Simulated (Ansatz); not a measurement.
`[CH3][Ge]([NH2])([F])[Cl]` → `CF` + `[NH2][Ge][Cl]` at 400 K and 1 bar (germylene formation by 1,1-elimination).

Computed with Ansatz on PBE0-D4/def2-TZVP structures; ΔE is electronic, products minus reactants. CBS: MP2 limit from def2 TZ/QZ plus the TZ coupled-cluster correction, frozen cores. This one scheme is used for every species. For Ge outer-core shells are correlated without core-valence functions, which leaves a few kJ/mol of doubt a bond. Scalar relativity is left out up to krypton. Each species was taken in one conformer, which may not be the lowest.

```csv
species,CCSD(T)/CBS energy (Eh),H − E (kJ/mol),S (J/(mol·K))
`[CH3][Ge]([NH2])([F])[Cl]`,-2731.56957,211.3,410.5
`CF`,-139.63461,117.5,234.3
`[NH2][Ge][Cl]`,-2591.85675,91.6,316.9
```

H − E and S are ideal-gas, rigid-rotor, harmonic terms from PBE0-D4/def2-TZVP, for one conformer and one mirror image of each species. 1 Eh = 2625.50 kJ/mol, R = 8.31446 J/(mol·K).

Q: By hand: ΔE, ΔH, ΔS and ΔG.

A: ΔE = (-139.63461) + (-2591.85675) − (-2731.56957) = 0.07821 Eh = 205.3 kJ/mol. Δ(H − E) = 117.5 + 91.6 − 211.3 = -2.2, so ΔH = 203.1 kJ/mol. ΔS = 234.3 + 316.9 − 410.5 = 140.7 J/(mol·K). ΔG = 203.1 − 400 × (140.7)/1000 = 146.8 kJ/mol.

Q: By hand: the equilibrium constant, and the temperature at which ΔG would vanish if ΔH and ΔS stayed fixed.

A: log₁₀ K = −ΔG/(RT ln 10) = -19.2. ΔG = 0 at ΔH/ΔS = 1443 K.

The number of gas molecules changes by +1, which sets the sign of ΔS. A doubt of 5 kJ/mol in ΔE shifts log₁₀ K by 0.7 here. Other conformers and mirror images would add mixing entropy, several J/(mol·K) or more a flexible species. These are equilibria of isolated gas molecules and say nothing of rates. Largest T1 diagnostic: 0.013 (customary marks: 0.02 for closed shells, 0.045 for open ones).
